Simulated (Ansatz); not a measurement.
Ru2F6 (the lowest singlet isomer of a short search). Total charge 0; singlet. Geometry PBE0-D4/def2-SVP, basis def2-TZVP, Ansatz.

Cartesian coordinates in Å:
```
Ru 0.0176 0.2853 0.9991
Ru -0.2118 -0.5312 -0.8678
F -0.3998 2.0341 1.3161
F -1.8551 -0.1700 0.3022
F 0.3690 -1.7119 0.7035
F -0.8387 0.4711 -2.2590
F 1.6791 0.5931 1.6902
F 1.2396 -0.9706 -1.8843
```

| run | HOMO (eV) | LUMO (eV) |
| --- | --- | --- |
| A | -7.64 | -7.01 |
| B | -7.94 | -6.99 |
| C | -7.17 | -6.76 |
| D | -9.37 | -6.63 |
| E | -7.07 | -6.66 |
| F | -7.39 | -7.06 |

In the def2 sets Ru takes a core potential; there is no spin–orbit coupling. No other spin state of charge 0 was run. Another isomer (singlet) lies 0.08 eV lower at PBE0-D4/def2-TZVP; other spin states weren't run for this one.

Task: The runs used B97M-V, LDA (SPW92), PBE, PBE0, r2SCAN, revPBE. Estimate which is which.

Result: A r2SCAN (0 % exact exchange); B B97M-V (0 % exact exchange); C PBE (0 % exact exchange); D PBE0 (25 % exact exchange); E revPBE (0 % exact exchange); F LDA (SPW92) (0 % exact exchange). Exact exchange lowers occupied and raises empty levels; among semilocal functionals meta-GGAs tend to open the gap a little, and such runs are hard to tell apart. The gap grows from 0.33 eV (LDA (SPW92)) to 2.74 eV (PBE0). The restricted singlet is unstable towards broken spin symmetry in Hartree–Fock (as tested in another run); at r2SCAN-D4/def2-TZVP, B97M-V/def2-TZVP, PBE-D4/def2-TZVP, PBE0-D4/def2-TZVP and others this wasn't settled.
